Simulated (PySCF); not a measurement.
C₆H₁₀Si₂.
SMILES: `c1c(ccc(c1)[SiH3])[SiH3]`

Computed with PySCF at CAM-B3LYP/def2-SVPD, non-relativistic, on one gas-phase PBE0-D3(BJ)/def2-SVP geometry that isn't relaxed in the solvent. The solvent is an IEF-PCM continuum (van der Waals radii × 1.2), and excitations are vertical TDDFT with non-equilibrium linear response and a frozen core. Only the electrostatic response of the medium enters.

```tsv
run	E − E(gas) (kcal/mol)	HOMO (eV)	HOMO–LUMO gap (eV)	dipole (D)	lowest singlet (eV)	static polarisability (au)
gas	0.00	-8.64	8.59	0.02	5.22	126.9
P	-1.92	-8.58	8.60	0.02	5.22	175.9
Q	-1.30	-8.57	8.60	0.02	5.21	159.5
```

Question: The runs were made in chloroform and dimethylsulfoxide. Which run belongs to which solvent?

Answer: P = dimethylsulfoxide, Q = chloroform. The dielectric constants are 4.711 (chloroform), 46.83 (dimethylsulfoxide), and the energy falls further as ε rises. The optical constants n² used for the excitations are 2.09, 2.19 in the same order. In this model the ground state sees the solvent through ε alone.

Question: How constant is the ratio of the lowering to (ε − 1)/(2ε + 1)?

Answer: 
| solvent | (ε − 1)/(2ε + 1) | E − E(gas) (kcal/mol) | ratio (kcal/mol) | polarisation term (kcal/mol) |
| --- | --- | --- | --- | --- |
| chloroform | 0.356 | -1.30 | -3.7 | -1.41 |
| dimethylsulfoxide | 0.484 | -1.92 | -4.0 | -2.16 |

The ratio changes by +8.0 % in size from chloroform to dimethylsulfoxide. The polarisation term is half the interaction of the solute with the induced surface charges.

The run took about 2.1 min of CPU time (one thread, shared machine). This is the whole response run at CAM-B3LYP/def2-SVPD in dimethylsulfoxide, SCF included.
